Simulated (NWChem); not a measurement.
## Correlation energy of ditellurium (Te₂)

```
Te
Te 1 2.5636
```
Charge 0, spin multiplicity 3.

Everything below was run with NWChem. The geometry was optimised at UPBE0/def2-SVP with def2 effective core potentials on Te, a minimum by its harmonic frequencies.

Basis set: def2-SVP. Each correlation energy counts from its own Hartree-Fock reference.

Effective core potentials replace the inner electrons of Te; spin-orbit coupling is left out. The correlated methods keep 8 core orbitals frozen. The unpaired electrons of the parent sit in orbitals of symmetry b2g and b3g (D2h labels of the run); other states weren't searched. No SCF solution was tested for a lower state. Open-shell Hartree-Fock references start from PBE0 orbitals. Coupled-cluster values serve here as a point of comparison, not as the truth.

Problem. Order these methods by the correlation energy they give, lowest first: UMP2, SCS-UMP2, CCSD on UHF, CCSD[T] on UHF, CCSD on ROHF.

Solution. CCSD[T] on UHF (-239.7 mHa), CCSD on ROHF (-237.9 mHa), CCSD on UHF (-230.0 mHa), UMP2 (-217.2 mHa), SCS-UMP2 (-199.1 mHa)
